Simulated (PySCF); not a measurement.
C6H14N2.
Numbering: `[CH2:1]=[CH:2][N:3]([CH3:4])[N:5]([CH3:6])[CH2:7][CH3:8]` (hydrogens: H9, H10 on C1; H11 on C2; H12, H13, H14 on C4; H15, H16, H17 on C6; H18, H19 on C7; H20, H21, H22 on C8)

The same species was optimised twice, with GFN2-xTB and with PBE0-D3(BJ)/def2-SVP (PySCF), and the same property calculations (PySCF, gas phase) were run on both structures.

```csv
coordinate,GFN2-xTB,PBE0-D3(BJ)/def2-SVP,change
C1=C2 (Å),1.329,1.345,+0.016
N3–N5 (Å),1.400,1.390,-0.010
C7–C8 (Å),1.522,1.514,-0.008
N3–C4 (Å),1.447,1.439,-0.008
N5–C6 (Å),1.452,1.446,-0.006
N5–C7 (Å),1.454,1.449,-0.005
C2–N3 (Å),1.376,1.377,+0.001
N5–C7–C8 (°),110.5,112.5,+2.0
C2–N3–N5 (°),114.7,115.7,+1.0
C6–N5–C7 (°),113.2,114.2,+1.0
N3–N5–C7 (°),112.7,113.4,+0.7
C2–N3–C4 (°),119.1,119.5,+0.4
C1–C2–N3 (°),127.0,127.2,+0.2
C4–N3–N5 (°),119.5,119.3,-0.2
N3–N5–C6 (°),113.7,113.8,+0.1
C1–C2–N3–C4 (°),-11,-6,+5
C2–N3–N5–C6 (°),95,95,0
N3–N5–C7–C8 (°),58,56,-2
```

Rotational constants: A = 2794, B = 1468, C = 1262 MHz (GFN2-xTB) against A = 2800, B = 1452, C = 1254 MHz (PBE0-D3(BJ)/def2-SVP). Point groups within 0.08 Å: C1 and C1.

On the GFN2-xTB structure: HOMO (eV) -5.65 [PBE0/pcSseg-1]; LUMO (eV) 1.19 [PBE0/pcSseg-1]; dipole (D) 2.05 [PBE0/pcSseg-1]; GIAO shielding of C1 (ppm) 105.5 [PBE0/pcSseg-1]; GIAO shielding of C2 (ppm) 34.2 [PBE0/pcSseg-1]; GIAO shielding of N3 (ppm) 145.6 [PBE0/pcSseg-1]; GIAO shielding of C4 (ppm) 161.6 [PBE0/pcSseg-1]; GIAO shielding of N5 (ppm) 157.9 [PBE0/pcSseg-1]; GIAO shielding of C6 (ppm) 145.1 [PBE0/pcSseg-1]; GIAO shielding of C7 (ppm) 136.1 [PBE0/pcSseg-1]; GIAO shielding of C8 (ppm) 171.3 [PBE0/pcSseg-1].

Q: What do these properties become on the PBE0-D3(BJ)/def2-SVP structure?

A: 
```
                                    property          level  on GFN2-xTB  on PBE0-D3(BJ)/def2-SVP  change
                                   HOMO (eV)  PBE0/pcSseg-1        -5.65                    -5.63   +0.02
                                   LUMO (eV)  PBE0/pcSseg-1         1.19                     1.16   -0.03
                                  dipole (D)  PBE0/pcSseg-1         2.05                     2.03   -0.02
energy, GFN2-xTB geometry as zero (kcal/mol)  PBE0/pcSseg-1          0.0                     -0.5    -0.5
                  GIAO shielding of C1 (ppm)  PBE0/pcSseg-1        105.5                    102.5    -3.0
                  GIAO shielding of C2 (ppm)  PBE0/pcSseg-1         34.2                     32.2    -2.0
                  GIAO shielding of N3 (ppm)  PBE0/pcSseg-1        145.6                    147.8    +2.2
                  GIAO shielding of C4 (ppm)  PBE0/pcSseg-1        161.6                    161.2    -0.4
                  GIAO shielding of N5 (ppm)  PBE0/pcSseg-1        157.9                    163.7    +5.8
                  GIAO shielding of C6 (ppm)  PBE0/pcSseg-1        145.1                    144.2    -0.9
                  GIAO shielding of C7 (ppm)  PBE0/pcSseg-1        136.1                    136.4    +0.3
                  GIAO shielding of C8 (ppm)  PBE0/pcSseg-1        171.3                    169.9    -1.4
```

The heavy atoms differ by 0.026 Å rms after alignment. Among bonds between heavy atoms C1=C2 changes most (+0.016 Å). Changes are differences of the printed values. Neither structure is proved a minimum here.

Shape of the structure used: `[CH2:1]=[CH:2][N:3]([CH3:4])[N:5]([CH3:6])[CH2:7][CH3:8]`: C1–C2–N3–C4 -6°, C2–N3–N5–C6 95°, N3–N5–C7–C8 56°.
